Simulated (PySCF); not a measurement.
Geometry (Å), atoms numbered from 1 in this order:
```xyz
27

C     4.140   -1.315    0.184
N     2.925   -0.791    0.740
C     1.995   -0.452   -0.047
C     0.708    0.145    0.424
C     0.390    1.517   -0.233
B    -1.125    1.403   -0.824
N    -1.681    0.100    0.029
C    -2.800   -0.569   -0.640
C    -2.087    0.515    1.381
C    -0.476   -0.761    0.082
H     4.349   -2.306    0.620
H     4.985   -0.669    0.472
H     4.131   -1.409   -0.921
H     2.094   -0.564   -1.151
H     0.802    0.235    1.517
H     1.107    1.728   -1.044
H     0.535    2.318    0.509
H    -1.158    1.029   -1.994
H    -1.896    2.332   -0.613
H    -3.132   -1.448   -0.065
H    -3.632    0.141   -0.737
H    -2.485   -0.874   -1.645
H    -2.964    1.168    1.302
H    -2.329   -0.365    2.000
H    -1.277    1.083    1.852
H    -0.351   -1.184   -0.927
H    -0.620   -1.594    0.792
```

Geometry: PBE0-D3(BJ)/def2-SVP; GIAO shifts from PySCF 2.14, gas phase, non-relativistic, averaged over equivalent atoms.

At HF/pcSseg-1 (255 basis functions, 27 s wall time on 1 thread of an Arm Neoverse V2, shared host):
```tsv
atoms	δ (ppm)
C3	173.0
C10	59.9
C8	47.0
C1	46.1
C9	43.8
C4	38.4
C5	13.3
N2	367.4
N7	46.8
B6	-2.3
H14	7.19
H11/H12/H13	3.24
H15	2.45
H20/H21/H22	2.35
H23/H24/H25	2.22
H19	2.14
H26	2.12
H27	1.96
H18	1.94
H17	0.91
H16	0.49
```

Shifts are taken against calculated references (same method and geometry level): TMS for 13C (σref 190.85), 1H (σref 31.69); 15N (σref 265.72) against NH3; BF3·OEt2 for 11B (σref 115.29).

Problem. Predict the values at PBE0/pcSseg-1 on the same geometry.

Solution. 
| atoms | δ at PBE0/pcSseg-1 | change |
| --- | --- | --- |
| C3 | 172.2 | -0.8 |
| C10 | 67.9 | +8.0 |
| C8 | 51.8 | +4.8 |
| C1 | 50.6 | +4.5 |
| C9 | 48.4 | +4.6 |
| C4 | 46.3 | +7.9 |
| C5 | 16.9 | +3.6 |
| N2 | 364.8 | -2.6 |
| N7 | 72.8 | +26.0 |
| B6 | -6.0 | -3.7 |
| H14 | 7.38 | +0.19 |
| H11/H12/H13 | 3.34 | +0.10 |
| H15 | 2.73 | +0.28 |
| H20/H21/H22 | 2.52 | +0.17 |
| H23/H24/H25 | 2.35 | +0.13 |
| H19 | 2.47 | +0.33 |
| H26 | 2.51 | +0.39 |
| H27 | 2.15 | +0.19 |
| H18 | 2.34 | +0.40 |
| H17 | 1.16 | +0.25 |
| H16 | 0.84 | +0.35 |

Scale: 13C (184.41 ppm) and 1H (31.27 ppm) vs TMS; NH3 for 15N (265.67 ppm); 11B (100.73 ppm) against BF3·OEt2 (reference shieldings calculated alike).

The largest change is at N7 (donor nitrogen of a Lewis adduct). Cost: 255 basis functions, 50 s wall time on 1 thread of an Arm Neoverse V2, shared host. The order of the carbon signals is the same at both levels.

A carbon bonded to boron is broadened by the quadrupolar boron nucleus and is often missing from a measured spectrum. Experimental scales use liquid or dissolved standards, which lie at an offset from isolated NH3 (liquid NH3: subtract about 20 ppm). Unscaled 15N shifts of sp2 nitrogen come out 20 to 40 ppm too high even then.
